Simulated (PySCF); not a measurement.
## Run times: technetium in x2c-TZVPall-2c with one added diffuse shell each of s, p, d type

Measured wall times of calculations with PySCF 2.14 in x2c-TZVPall-2c with one added diffuse shell each of s, p, d type (9s10p8d1f, 86 functions), with two-component X2C-1e, run from one Python driver. Hardware: 1 thread of Neoverse-V2 on a shared host, 1.3 GiB allowed. The two-electron integrals over 86 functions were computed once and kept in memory (2.4 CPU seconds with the set-up); the times below exclude them.

Launch command (the driver calls PySCF for each step listed in the task file):

```bash
OMP_NUM_THREADS=1 python sorun2.py TASK.json OUT
```

```
          species                                      step  iterations  wall time (s)
    Tc³⁺ [Kr] 4d4                            GHF, spin-free           8            2.2
    Tc³⁺ [Kr] 4d4            GMP2 (12 electrons), spin-free                       0.69
    Tc³⁺ [Kr] 4d4                  GHF, screened spin-orbit          14            3.4
    Tc³⁺ [Kr] 4d4  GMP2 (12 electrons), screened spin-orbit                       0.47
Tc³⁺ [Kr] 4d3 5s1                            GHF, spin-free           7              2
Tc³⁺ [Kr] 4d3 5s1            GMP2 (12 electrons), spin-free                       0.47
Tc³⁺ [Kr] 4d3 5s1                  GHF, screened spin-orbit          13            3.1
Tc³⁺ [Kr] 4d3 5s1  GMP2 (12 electrons), screened spin-orbit                       0.46
```

Peak memory of the process: 0.3 GiB. Times on a shared host vary from run to run.
